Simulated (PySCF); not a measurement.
Method: ωB97X-D3(BJ)/def2-TZVP // PBE0-D3(BJ)/def2-TZVP run with PySCF. Isolated molecules, 0 K electronic values unless said otherwise. Delta-SCF ions had no search for a lower state. Excitations are Tamm–Dancoff values on a coarser integration grid. The basis has no diffuse functions, so Rydberg states are missing or too high.

Reference species (SMILES): `BN=C` (neutral, multiplicity 1).

The dipole moment is 2.18 D. The S1–T1 gap (TDA) is 0.51 eV and the vertical ionisation energy (Delta-SCF) is 10.35 eV. The S1 oscillator strength comes out as 0.000.

Changed species: `C=BN`.

Problem. What does the change do to the dipole moment, S1–T1 gap (TDA), vertical ionisation energy (Delta-SCF) and S1 oscillator strength?

Solution. the dipole moment increases by 0.84 D, to 3.02 D; the S1–T1 gap (TDA) falls by 0.20 eV, to 0.31 eV; the vertical ionisation energy (Delta-SCF) drops by 1.96 eV, to 8.39 eV; the S1 oscillator strength is nearly the same.
